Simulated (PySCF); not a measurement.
SMILES CCCC#N (C₄H₇N), GFN2-xTB optimised geometry.

```
12

C      0.96    -0.08     1.28
C      0.40    -0.69     0.00
C     -1.13    -0.69     0.00
C     -1.65     0.65     0.00
N     -2.05     1.72     0.00
H      0.64    -0.64     2.15
H      2.05    -0.08     1.25
H      0.62     0.95     1.38
H      0.75    -1.72    -0.10
H      0.76    -0.13    -0.87
H     -1.51    -1.21     0.89
H     -1.51    -1.20    -0.89
```

Density from B3LYP/def2-TZVP (PySCF 2.14.0) at that geometry.

Minimum of the electron density along straight lines between bonded atoms, close to the bond critical point (lines longer than 1.1 times the sum of covalent radii, or with two minima, are not listed):

| bond | length / Å | ρ at the minimum / e bohr⁻³ | ∇²ρ there / e bohr⁻⁵ | position (fraction from the first atom) |
|---|---|---|---|---|
| C1–C2 | 1.523 | 0.248 | -0.62 | 0.50 |
| C2–C3 | 1.535 | 0.242 | -0.59 | 0.48 |
| C3–C4 | 1.441 | 0.280 | -0.80 | 0.45 |
| C4–N5 | 1.143 | 0.507 | -0.12 | 0.35 |
| C1–H6 | 1.088 | 0.280 | -0.96 | 0.64 |
| C1–H7 | 1.087 | 0.281 | -0.97 | 0.64 |
| C1–H8 | 1.088 | 0.282 | -0.97 | 0.64 |
| C2–H9 | 1.092 | 0.281 | -0.97 | 0.64 |
| C2–H10 | 1.092 | 0.282 | -0.98 | 0.64 |
| C3–H11 | 1.094 | 0.279 | -0.96 | 0.64 |
| C3–H12 | 1.094 | 0.280 | -0.97 | 0.64 |
